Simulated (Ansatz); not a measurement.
BrH+ (`[BrH+]`) radical, 2 atoms. Charge 1, multiplicity 2. Correlated methods include outer-core shells of Br, which these sets cover unevenly. Scalar relativity is left out up to krypton. All runs use 2 threads of an AMD EPYC 7R13 on a shared host. Correlated methods freeze the cores. Open-shell runs search over several starts.

**Question.** Give the basis size and wall time and peak host memory of each of these runs in Ansatz. UKS PBE0-D4/def2-SVP energy; UKS PBE0-D4/def2-QZVPP energy; UKS PBE0-D4/def2-TZVP relaxation (3 steps); UKS PBE-D4/def2-TZVPP energy and forces; direct RPA on PBE orbitals/def2-TZVPP energy; UKS ωB97M-V/def2-SVP energy; UKS BLYP-D4/def2-TZVPP energy; UHF-CCSD(T)/def2-TZVPP energy; UKS PBE-QIDH (frozen core)/def2-TZVPP energy; UHF-CCSD(T)/def2-SVP energy; UKS r2SCAN0-D4/def2-TZVPP energy; UHF-CCSD(T)/def2-QZVPP energy. (Best estimate.)

**Answer.** The calculation gave: Other jobs shared the machine, so times are rough.

| level | job | functions | wall time | peak host memory (GiB) |
| --- | --- | --- | --- | --- |
| UKS PBE0-D4/def2-SVP | energy | 37 | 0.4 s | 0.17 |
| UKS PBE-D4/def2-TZVPP | energy and forces | 62 | 0.55 s | 0.13 |
| UKS BLYP-D4/def2-TZVPP | energy | 62 | 0.6 s | 0.13 |
| UHF-CCSD(T)/def2-SVP | energy | 37 | 0.65 s | 0.17 |
| UKS PBE-QIDH (frozen core)/def2-TZVPP | energy | 62 | 0.66 s | 0.17 |
| UKS r2SCAN0-D4/def2-TZVPP | energy | 62 | 0.91 s | 0.17 |
| direct RPA on PBE orbitals/def2-TZVPP | energy | 62 | 1 s | 0.17 |
| UKS PBE0-D4/def2-QZVPP | energy | 119 | 1.2 s | 0.22 |
| UKS ωB97M-V/def2-SVP | energy | 37 | 1.4 s | 0.17 |
| UHF-CCSD(T)/def2-TZVPP | energy | 62 | 1.5 s | 0.2 |
| UKS PBE0-D4/def2-TZVP | relaxation (3 steps) | 54 | 2.2 s | 0.15 |
| UHF-CCSD(T)/def2-QZVPP | energy | 119 | 9 s | 0.79 |
